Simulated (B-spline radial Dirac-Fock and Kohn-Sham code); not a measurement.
# Two-hole binding energies of Pm

System: the Pm atom, 1s2 2s2 2p6 3s2 3p6 3d10 4s2 4p6 4d10 4f4 5s2 5p6 6s2 6p1 (not the ground configuration).

Input of the calculation (task.json; shells as n, l, electrons):

```json
{"items": [{
  "Z": 61,
  "q": 0,
  "cfg": [[1, 0, 2], [2, 0, 2], [2, 1, 6], [3, 0, 2], [3, 1, 6], [3, 2, 10], [4, 0, 2], [4, 1, 6], [4, 2, 10], [4, 3, 4], [5, 0, 2], [5, 1, 6], [6, 0, 2], [6, 1, 1]],
  "A": 145,
  "rrms": 4.962,
  "do": ["binding", "quiet", "double"]
}]}
```

Run with: `python xray_run.py task.json out`

Calculated with a radial B-spline solver, using Dirac-Fock ΔSCF + Breit + QED. U is the two-hole binding energy less the two single-hole energies, the effective repulsion of the holes after relaxation. Each two-hole energy is an average over J within one jj subconfiguration.

| holes | E(a) (eV) | E(b) (eV) | E(ab) (eV) | U (eV) |
| --- | --- | --- | --- | --- |
| 1s⁻² | 45198.2 | 45198.2 | 91442.8 | 1046.5 |
| 1s⁻¹ 3p3/2⁻¹ | 45198.2 | 1377.9 | 46656.3 | 80.2 |
| 1s⁻¹ 3d3/2⁻¹ | 45198.2 | 1069.9 | 46344.1 | 76.0 |
| 1s⁻¹ 3d5/2⁻¹ | 45198.2 | 1046.1 | 46318.2 | 73.9 |
| 2s⁻¹ 2p1/2⁻¹ | 7449.6 | 7029.7 | 14637.9 | 158.6 |
| 2s⁻¹ 2p3/2⁻¹ | 7449.6 | 6476.2 | ? | ? |
| 2s⁻¹ 3p3/2⁻¹ | 7449.6 | 1377.9 | 8894.5 | 67.1 |
| 2p1/2⁻¹ 3s⁻¹ | 7029.7 | 1670.5 | 8768.3 | 68.1 |
| 2s⁻¹ 3d5/2⁻¹ | 7449.6 | 1046.1 | 8568.9 | 73.2 |
| 2p1/2⁻¹ 3p3/2⁻¹ | 7029.7 | 1377.9 | 8477.8 | 70.1 |
| 2p3/2⁻¹ 3p1/2⁻¹ | 6476.2 | 1491.2 | 8040.3 | 72.9 |
| 3d3/2⁻¹ 3d5/2⁻¹ | 1069.9 | 1046.1 | 2173.7 | 57.6 |
| 3d5/2⁻² | 1046.1 | 1046.1 | 2148.7 | 56.5 |
| 4d3/2⁻¹ 4d5/2⁻¹ | 146.4 | 142.1 | 309.1 | 20.6 |

Question: Give the missing two-hole energy and U.

Answer: E(ab) = 14077.5 eV and U = 151.7 eV.
